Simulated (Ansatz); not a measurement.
A run for Ansatz (a first-principles code): R-CCSD(T)/def2-TZVPPD on AlH7O2Sn. Elements past Kr take the def2 small-core potentials; no spin–orbit coupling. The basis file is the Basis Set Exchange's JSON of that set.

Ansatz 0.2 input:
```yaml
crystal:
  periodic: [false, false, false]
  atoms:
    - {symbol: Al, position_ang: [1.20910483, -0.44872258, 0.56474278]}
    - {symbol: O, position_ang: [-0.23131799, 0.32938636, -0.00137996]}
    - {symbol: Sn, position_ang: [-2.15694366, 0.38536316, 0.35653125]}
    - {symbol: H, position_ang: [1.10491705, -1.98966266, 0.92069331]}
    - {symbol: H, position_ang: [2.29725683, 0.46232746, 1.28632305]}
    - {symbol: H, position_ang: [-2.64171397, 1.99708337, 0.04602205]}
    - {symbol: H, position_ang: [-2.90452388, -0.71153994, -0.72683473]}
    - {symbol: H, position_ang: [-2.41721433, -0.05729426, 1.99041097]}
    - {symbol: O, position_ang: [1.90639254, -0.33754639, -1.32739654]}
    - {symbol: H, position_ang: [2.69284348, 0.21336932, -1.43420399]}
    - {symbol: H, position_ang: [1.14109910, 0.15713616, -1.67500817]}
basis:
  gaussian:
    orbitals: def2-TZVPPD.json
magnetization: {spin_polarized: false}
correlation: {method: ccsd_t, electrons: outside_noble_gas}
scf: {lower_state_search: off}
```

It printed:

```
WARN ansatz: RAYON_NUM_THREADS=4 ignored (pool sized by the plan → 4); use --threads N
Functional definition: HF
these checks for a lower state are left out or cut short: stability, starts, cluster_reference, orbital_swaps, neighbouring_geometries, increment
integrals: 2.75 GiB planned
1883 factors; integrals over basis functions are off by at most 1.3e-3 eV
mean field: 1.39 GiB planned
mean field evaluation 1: about -16571.9496 eV, gradient 5.3e1 eV
mean field evaluation 2: about -16572.0628 eV, gradient 5.3e1 eV
mean field evaluation 4: about -16577.4584 eV, gradient 4.8e0 eV
mean field evaluation 8: about -16577.5390 eV, gradient 5.1e-1 eV
mean field -16577.53952207 eV, -609.2133407764 hartree, gradient 2.8e-6 eV, S^2 0.000000; 0 other end points of the search recorded, 0 dependent functions left out
16 core orbitals not correlated, not the lowest: weight in the atoms' cores, before any rotation towards them, 0.874 or more for the frozen orbitals, at most 0.122 for the correlated occupied ones
reference -16577.53952207 eV, -609.2133407764 hartree; 13, 13 occupied and 274, 274 virtual orbitals, 1883 factors
second order -19.32566318 eV of doubles, -0.00000000 eV of singles
coupled cluster: 3.79 GiB planned
cycle   1  -19.66350698 eV  change   -3.4e-1 eV  update   1.1e-1
cycle   2  -20.20685204 eV  change   -5.4e-1 eV  update   3.6e-2
cycle   3  -20.36800642 eV  change   -1.6e-1 eV  update   1.9e-2
cycle   4  -20.35396106 eV  change    1.4e-2 eV  update   3.9e-3
cycle   5  -20.35206857 eV  change    1.9e-3 eV  update   1.8e-3
cycle   6  -20.35318810 eV  change   -1.1e-3 eV  update   5.5e-4
cycle   7  -20.35302229 eV  change    1.7e-4 eV  update   2.3e-4
cycle   8  -20.35288016 eV  change    1.4e-4 eV  update   7.6e-5
cycle   9  -20.35288525 eV  change   -5.1e-6 eV  update   3.1e-5
perturbative correction -0.66658197 eV, -0.0244964356 hartree
Total energy: -16598.55898930 eV, -609.9857919492 hartree
Checks for a lower state left out: stability, starts, cluster_reference, orbital_swaps, neighbouring_geometries, increment
```

The calculation finished and met its thresholds.

Cost: roughly 14 core-minutes.
